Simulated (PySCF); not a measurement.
These 3 structures share the formula CH11PSi3. Method: PBE0-D3(BJ)/def2-SVP geometry optimisation, gas phase in PySCF. Energies are electronic, without zero-point or thermal terms, for one conformer each. No frequencies were run at this level. Point groups hold within 0.08 Å.

Question: Order them by energy at this level, lowest first, and give relative energies in kcal/mol.
A. `[SiH3:1][SiH2:2][CH2:3][SiH2:4][PH2:5]` with Si1–Si2–C3–Si4 86°, Si2–C3–Si4–P5 -51°, C3–Si4–P5–H -166° and -72°
B. `[SiH3:1][CH2:2][Si@@H:3]([SiH3:4])[PH2:5]` with Si1–C2–Si3–Si4 -55°, C2–Si3–P5–H 44° and -50°
C. `[SiH3:1][CH2:2][SiH2:3][PH:4][SiH3:5]` with Si1–C2–Si3–P4 -51°, C2–Si3–P4–Si5 -63°

Answer: C (0.0), B (4.6), A (5.9).

As drawn, the highest has an Si–Si bond, which the lowest lacks. Neighbours under 2.5 kcal/mol apart ([SiH3]C[Si@@H]([SiH3])P and [SiH3][SiH2]C[SiH2]P) can change places with a better method, another conformer or zero-point energy.

| SMILES | E (Eh) | E rel (kcal/mol) | dipole (D) | point group | A, B, C (MHz) |
| --- | --- | --- | --- | --- | --- |
| [SiH3]C[SiH2]P[SiH3] | -1253.61693 | 0.0 | 1.42 | C1 | 2360, 1073, 944.0 |
| [SiH3]C[Si@@H]([SiH3])P | -1253.60965 | 4.6 | 1.61 | C1 | 1699, 1291, 905.0 |
| [SiH3][SiH2]C[SiH2]P | -1253.60749 | 5.9 | 1.47 | C1 | 2241, 1121, 812.2 |
